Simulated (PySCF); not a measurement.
C4H9NSi, SMILES CC#C[SiH2]CN.

The structure is a stationary point at PBE0-D3(BJ)/def2-SVP. The structure was generated by enumeration, and PubChem lists no compound with its InChIKey, so it may never have been made. One conformer was computed; it need not be the lowest.

Level of theory: TDDFT-PBE/def2-SVPD (PySCF 2.14.0).

Vertical excitations. Gas-phase values at a fixed geometry.

```
state  energy (eV)  λ (nm)      f                                              main pairs
-----  -----------  ------  -----  ------------------------------------------------------
S1            4.68     265  0.006                                          HOMO→LUMO 99 %
S2            4.83     257  0.001                                       HOMO→LUMO+1 100 %
S3            5.32     233  0.005                                        HOMO→LUMO+2 99 %
S4            5.73     216  0.001                                        HOMO−1→LUMO 91 %
S5            5.89     210  0.005                      HOMO→LUMO+3 78 %, HOMO−2→LUMO 13 %
S6            5.94     209  0.016  HOMO−2→LUMO 47 %, HOMO−1→LUMO+1 32 %, HOMO→LUMO+3 19 %
S7            6.00     207  0.003                                      HOMO−2→LUMO+1 90 %
S8            6.09     204  0.004                                        HOMO→LUMO+4 97 %
S9            6.28     197  0.017                                        HOMO→LUMO+5 97 %
S10           6.34     196  0.002                                      HOMO−1→LUMO+2 99 %
T1            4.57     271      0                                          HOMO→LUMO 94 %
T2            4.79     259      0                                        HOMO→LUMO+1 95 %
T3            4.90     253      0                    HOMO−1→LUMO+1 43 %, HOMO−2→LUMO 42 %
T4            5.22     238      0  HOMO→LUMO+2 60 %, HOMO−1→LUMO+1 19 %, HOMO−2→LUMO 13 %
```
Triplets are in the Tamm–Dancoff approximation, which puts them higher than full response would, so one can lie above its singlet here.
